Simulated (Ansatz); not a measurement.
SbP3⁺, that is PPPSb tetrahedron with one electron fewer. The state is a doublet with charge 1. Geometry PBE0-D4/def2-SVP, that of the neutral singlet; atoms count from 1.

```xyz
4

P     0.302    1.332   -0.260
P     0.792   -0.741   -0.870
P     0.497   -0.257    1.273
Sb   -1.591   -0.334   -0.144
```

In the def2 sets Sb takes a core potential; there is no spin–orbit coupling.

Q: Estimate the Mulliken populations from the PBE0/def2-TZVP orbitals of Ansatz.

A: 
| atom | charge (e) | spin (α − β) |
| --- | --- | --- |
| P1 | 0.15 | 0.36 |
| P2 | 0.11 | 0.11 |
| P3 | 0.11 | 0.10 |
| Sb4 | 0.62 | 0.44 |
Mulliken values depend strongly on the basis.

Q: Where does the spin sit?

A: Summed by element: P 0.56, Sb 0.44, of 1 unpaired in all. Largest on single atoms: Sb4 0.44, P1 0.36, P2 0.11.

Q: And the Mayer bond orders between heavy atoms (over 0.3)?

A: P1–P2 1.14 (2.22 Å); P1–P3 1.13 (2.22 Å); P1–Sb4 0.73 (2.52 Å); P2–P3 0.99 (2.22 Å); P2–Sb4 0.97 (2.52 Å); P3–Sb4 0.98 (2.52 Å).
